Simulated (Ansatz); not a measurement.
ZnMeH (CH₄Zn). Charge 0, multiplicity 1. Geometry PBE-D4/def2-TZVP.

Cartesian coordinates in Å:
```
Zn 0.404 1.114 0.349
C -0.232 -0.640 -0.200
H -1.240 -0.833 0.194
H 0.435 -1.433 0.169
H -0.276 -0.716 -1.297
H 0.909 2.508 0.785
```

B3LYP takes the VWN-RPA correlation. HSE06 is defined as in plane-wave codes, on full-range PBE exchange.

**Question.** Estimate the orbital energies around the gap (eV) in Ansatz with HF/def2-TZVP, B3LYP-D4/def2-TZVP, PBE0-D4/def2-SVP, HSE06-D4/def2-TZVP, ωB97M-V/def2-TZVP.

**Answer.** 
| orbital | HF/def2-TZVP | B3LYP-D4/def2-TZVP | PBE0-D4/def2-SVP | HSE06-D4/def2-TZVP | ωB97M-V/def2-TZVP |
| --- | --- | --- | --- | --- | --- |
| HOMO−13 | -153.87 | -131.52 | -132.72 | -132.61 | -136.14 |
| HOMO−12 | -105.01 | -87.76 | -88.57 | -88.45 | -91.52 |
| HOMO−11 | -105.01 | -87.76 | -88.57 | -88.45 | -91.52 |
| HOMO−10 | -104.92 | -87.59 | -88.44 | -88.27 | -91.34 |
| HOMO−9 | -24.70 | -18.27 | -18.42 | -18.32 | -21.38 |
| HOMO−8 | -21.88 | -13.89 | -13.98 | -13.87 | -16.93 |
| HOMO−7 | -21.88 | -13.72 | -13.78 | -13.74 | -16.79 |
| HOMO−6 | -21.73 | -13.72 | -13.78 | -13.74 | -16.79 |
| HOMO−5 | -21.73 | -13.67 | -13.76 | -13.67 | -16.75 |
| HOMO−4 | -21.45 | -13.67 | -13.76 | -13.67 | -16.75 |
| HOMO−3 | -14.29 | -10.45 | -10.54 | -10.26 | -13.05 |
| HOMO−2 | -14.29 | -10.45 | -10.54 | -10.26 | -13.05 |
| HOMO−1 | -12.16 | -9.12 | -9.07 | -8.85 | -11.70 |
| HOMO | -10.22 | -7.31 | -7.34 | -7.10 | -9.71 |
| LUMO | 1.90 | -0.54 | 0.76 | -0.61 | 1.04 |
| LUMO+1 | 1.90 | -0.54 | 1.60 | -0.61 | 1.04 |
| LUMO+2 | 2.47 | 0.10 | 1.60 | 0.06 | 1.63 |
| LUMO+3 | 4.05 | 2.22 | 3.20 | 2.16 | 3.26 |
| LUMO+4 | 6.06 | 2.61 | 3.74 | 2.62 | 4.66 |
| LUMO+5 | 6.06 | 2.98 | 4.37 | 2.95 | 4.78 |
